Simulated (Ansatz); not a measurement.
One change: `FC(F)=C(F)C(F)F` becomes `FCC(F)=C(F)F`.

Ansatz, PBE0-D4/def2-TZVP geometries, multiplicity 1. Each molecule was computed in one conformer, which needn't be the lowest.

```json
{"property": "size of the dipole moment (PBE/def2-TZVPP) / D", "`FC(F)=C(F)C(F)F`": "1.81"}
{"property": "HOMO–LUMO gap (B3LYP/def2-TZVPP) / eV", "`FC(F)=C(F)C(F)F`": "7.30"}
{"property": "LUMO energy (B3LYP/def2-TZVPP) / eV", "`FC(F)=C(F)C(F)F`": "-0.62"}
{"property": "HOMO–LUMO gap (PBE0/def2-TZVPP) / eV", "`FC(F)=C(F)C(F)F`": "7.80"}
{"property": "HOMO–LUMO gap (ωB97M-V/def2-TZVPP) / eV", "`FC(F)=C(F)C(F)F`": "12.34"}
{"property": "LUMO energy (ωB97M-V/def2-TZVPP) / eV", "`FC(F)=C(F)C(F)F`": "1.96"}
```

What does the change do to each property? (Best estimate.)

Ansatz gave: 
```tsv
property	`FCC(F)=C(F)F`	shift
size of the dipole moment (PBE/def2-TZVPP) / D	1.73	-0.08
HOMO–LUMO gap (B3LYP/def2-TZVPP) / eV	7.13	-0.17
LUMO energy (B3LYP/def2-TZVPP) / eV	-0.45	0.17
HOMO–LUMO gap (PBE0/def2-TZVPP) / eV	7.63	-0.17
HOMO–LUMO gap (ωB97M-V/def2-TZVPP) / eV	12.08	-0.26
LUMO energy (ωB97M-V/def2-TZVPP) / eV	2.05	0.09
```

With PBE0 the HOMO rises by 0.35 eV and the LUMO rises by 0.17 eV, so the gap narrows by about 0.18 eV. PBE moves the HOMO by 0.30 eV and ωB97M-V by 0.36 eV. Dipoles are sizes alone; their direction can turn.

Positive LUMOs are unbound, so they and the gaps depend on the basis.

B3LYP here is the variant with VWN-RPA as its local correlation; programs differ in this.
